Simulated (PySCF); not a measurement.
From one molecule to another.

First species: C₇H₁₁N₃.
SMILES with atom numbers: `[CH2:1]=[CH:2][c:3]1[n:4][n:5][nH:6][c:7]1[CH:8]([CH3:9])[CH3:10]` (hydrogens: H11, H12 on C1; H13 on C2; H14 on N6; H15 on C8; H16, H17, H18 on C9; H19, H20, H21 on C10)

Structure used (GFN2-xTB), in Å, numbered top down from 1:
```
atom  x, y, z in Å
C1     3.5002   -0.3762   -0.8533
C2     2.2053   -0.5394   -0.6163
C3     1.3369    0.5360   -0.1966
N4     1.7651    1.8112   -0.0062
N5     0.7919    2.5422    0.3596
N6    -0.3056    1.7872    0.4251
C7    -0.0255    0.5057    0.0843
C8    -1.0404   -0.5841    0.0584
C9    -2.1388   -0.2702   -0.9618
C10   -1.6289   -0.8022    1.4555
H11    4.1280   -1.1928   -1.1655
H12    3.9577    0.5907   -0.7373
H13    1.7319   -1.5065   -0.7294
H14   -1.1912    2.1825    0.6990
H15   -0.5311   -1.5021   -0.2513
H16   -2.6948    0.6203   -0.6752
H17   -2.8367   -1.1016   -1.0280
H18   -1.7058   -0.1044   -1.9460
H19   -2.1737    0.0779    1.7917
H20   -0.8373   -1.0123    2.1715
H21   -2.3159   -1.6450    1.4447
```

Second species: C7H11N3.
Numbering: `[CH3:1][CH2:2][c:3]1[cH:4][n:5]([CH:6]2[CH2:7][CH2:8]2)[n:9][n:10]1` (hydrogens: H11, H12, H13 on C1; H14, H15 on C2; H16 on C4; H17 on C6; H18, H19 on C7; H20, H21 on C8)

Cartesian coordinates in Å at the GFN2-xTB level; atoms count from 1:
```
atom  x, y, z in Å
C1     3.5217    0.0374   -0.2229
C2     2.6142    0.9600    0.5924
C3     1.1802    0.6884    0.3026
C4     0.3017   -0.1810    0.9184
N5    -0.8547   -0.0395    0.2302
C6    -2.0926   -0.6952    0.4540
C7    -2.9215   -1.0868   -0.7352
C8    -3.3589    0.0462    0.1390
N9    -0.6912    0.8527   -0.7402
N10    0.5116    1.2887   -0.7041
H11    3.3343   -1.0048    0.0287
H12    3.3345    0.1760   -1.2849
H13    4.5667    0.2606   -0.0207
H14    2.8276    1.9978    0.3329
H15    2.8012    0.8154    1.6590
H16    0.4079   -0.8465    1.7489
H17   -2.0569   -1.3491    1.3165
H18   -3.4595   -2.0213   -0.6945
H19   -2.5233   -0.8359   -1.7057
H20   -4.2058   -0.0907    0.7931
H21   -3.2461    1.0447   -0.2532
```

Levels: PBE0/pcSseg-1 for dipole moment, HOMO energy, LUMO energy and HOMO–LUMO gap; GFN2-xTB for rotational constant A and rotational constant C. Geometries: GFN2-xTB. Each structure is a single optimised conformer of the isolated species, non-relativistic unless stated; the electronic structure was computed with PySCF and density fitting.

The conformers computed, where there is a choice (atom-mapped SMILES and torsion angles):
- `[CH2:1]=[CH:2][c:3]1[n:4][n:5][nH:6][c:7]1[CH:8]([CH3:9])[CH3:10]`: C1–C2–C3–N4 0°, N6–C7–C8–C9 62°
- `[CH3:1][CH2:2][c:3]1[cH:4][n:5]([CH:6]2[CH2:7][CH2:8]2)[n:9][n:10]1`: C1–C2–C3–C4 90°, C4–N5–C6–C7 -143°

```
             property   column X   column Y
        dipole moment     4.21 D     4.97 D
          HOMO energy   -7.01 eV   -6.51 eV
          LUMO energy    0.07 eV   -0.39 eV
        HOMO–LUMO gap    7.08 eV    6.12 eV
rotational constant A  4.527 GHz  2.053 GHz
rotational constant C  0.666 GHz  0.792 GHz
```

(1) Which column belongs to which species?

(2) How does each property change from the first species to the second?

Answers

(1) Column X is the second species and column Y the first. The first has 21 atoms and 74 electrons, the second 21 and 74.

(2) dipole moment -0.76 D; HOMO energy -0.50 eV; LUMO energy +0.46 eV; HOMO–LUMO gap +0.96 eV; rotational constant A +2.474 GHz; rotational constant C -0.126 GHz.

On the first: In atomic units the dipole is 1.95 e·bohr (1 au = 2.5417 D).

On the second: The dipole equals about 14.0 × 10⁻³⁰ C·m (1 D = 3.33564 × 10⁻³⁰ C·m).
